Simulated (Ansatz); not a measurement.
`[OH][Ta](=[S])([Cl])[Cl]` + NH₃ → `[NH2][Ta]([OH])(=[S])[Cl]` + HCl at 500 K and 1 bar (ligand exchange at a Ta–Cl bond).

Gas-phase electronic energies from Ansatz, PBE0-D4/def2-TZVP geometries. CCSD(T)/CBS is the MP2 limit (def2-TZVPP, def2-QZVPP) plus CCSD(T) − MP2 in def2-TZVPP, frozen cores. This one scheme is used for every species. def2 core potentials past Kr. For Ta outer-core shells are correlated without core-valence functions, which leaves a few kJ/mol of doubt a bond. One conformer a species, not always the lowest.

```json
{"species": "`[OH][Ta](=[S])([Cl])[Cl]`", "CCSD(T)/CBS energy (Eh)": "-1450.24360", "H − E (kJ/mol)": "90.6", "S (J/(mol·K))": "434.6"}
{"species": "NH₃", "CCSD(T)/CBS energy (Eh)": "-56.50880", "H − E (kJ/mol)": "108.2", "S (J/(mol·K))": "211.8"}
{"species": "`[NH2][Ta]([OH])(=[S])[Cl]`", "CCSD(T)/CBS energy (Eh)": "-1046.34802", "H − E (kJ/mol)": "158.4", "S (J/(mol·K))": "445.3"}
{"species": "HCl", "CCSD(T)/CBS energy (Eh)": "-460.38127", "H − E (kJ/mol)": "32.5", "S (J/(mol·K))": "201.9"}
```

H − E and S are ideal-gas, rigid-rotor, harmonic terms from PBE0-D4/def2-TZVP, for one conformer and one mirror image of each species. 1 Eh = 2625.50 kJ/mol, R = 8.31446 J/(mol·K).

Q: By hand: ΔE, ΔH, ΔS and ΔG.

A: ΔE = (-1046.34802) + (-460.38127) − (-1450.24360) − (-56.50880) = 0.02311 Eh = 60.7 kJ/mol. Δ(H − E) = 158.4 + 32.5 − 90.6 − 108.2 = -7.9, so ΔH = 52.8 kJ/mol. ΔS = 445.3 + 201.9 − 434.6 − 211.8 = 0.8 J/(mol·K). ΔG = 52.8 − 500 × (0.8)/1000 = 52.4 kJ/mol.

Q: By hand: the equilibrium constant, and the temperature at which ΔG would vanish if ΔH and ΔS stayed fixed.

A: log₁₀ K = −ΔG/(RT ln 10) = -5.5. ΔG = 0 at ΔH/ΔS = 66000 K, far beyond where these terms or the molecules hold.

The number of gas molecules stays the same, so ΔS is small and ΔH decides. A doubt of 5 kJ/mol in ΔE shifts log₁₀ K by 0.5 here. Other conformers and mirror images would add mixing entropy, several J/(mol·K) or more a flexible species. These are equilibria of isolated gas molecules and say nothing of rates. Largest T1 diagnostic: 0.020 (customary marks: 0.02 for closed shells, 0.045 for open ones).
